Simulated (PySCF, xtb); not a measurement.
VO2Cl, SMILES [O]=[V]([Cl])=[O], multiplicity 1.

GFN2-xTB (xtb 6.7.1) at its own geometry gives an orbital gap of 1.77 eV and a dipole moment of 6.25 D.

The structure is a stationary point at PBE0-D3(BJ)/def2-SVP. The multiplicity is an assumed one; other spin states were not compared.

Problem. What does PySCF with HF/def2-TZVPD give? (The exact figures need the calculation; the answer reports its results.)

Solution. gap 11.83 eV (levels -12.89 and -1.06 eV), dipole 3.32 D.
